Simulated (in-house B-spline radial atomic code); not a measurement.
I III (I2+) is squeezed into an impenetrable sphere of radius R (the orbitals vanish at R). Method: Dirac-Hartree-Fock, average of configuration, Fermi nucleus of rms radius 4.75 fm. Calculated with a radial B-spline atomic code at the basis-set limit.

Energies in eV above the free ion in [Kr] 4d10 5s2 5p3:

```csv
R (bohr),highest level (eV),[Kr] 4d10 5s2 5p3,[Kr] 4d10 4f1 5s1 5p3,[Kr] 4d10 5s1 5p3 5d1
9.35,-28.5,3.085e-05,32.54,26.02
6.77,-28.5,0.01385,33.39,26.25
5.45,-28.3,0.2534,34.84,27.29
3.96,-25.8,5.412,42.86,36.78
3.4,-21.8,16.42,55.39,52.46
3.19,-19,24.91,64.33,63.66
2.64,-4.33,76.22,114.9,126.3
2.32,14.7,152.3,186.7,213.2
1.73,117,649.1,641.9,742
1.54,198,1112,1064,1218
```

(1) Does [Kr] 4d10 4f1 5s1 5p3 fall below [Kr] 4d10 5s2 5p3 under compression?

(2) Does [Kr] 4d10 5s1 5p3 5d1 fall below [Kr] 4d10 5s2 5p3 under compression?

The highest level is first positive in the row R = 2.32 bohr, pushed up by confinement above the zero of the free ion's potential. Each configuration is held fixed and needn't be the lowest in the sphere.

Results:

(1) Yes, between R = 2.32 and 1.73 bohr the order changes (near 1.83 bohr by linear interpolation).

(2) No, it stays above over the whole range.
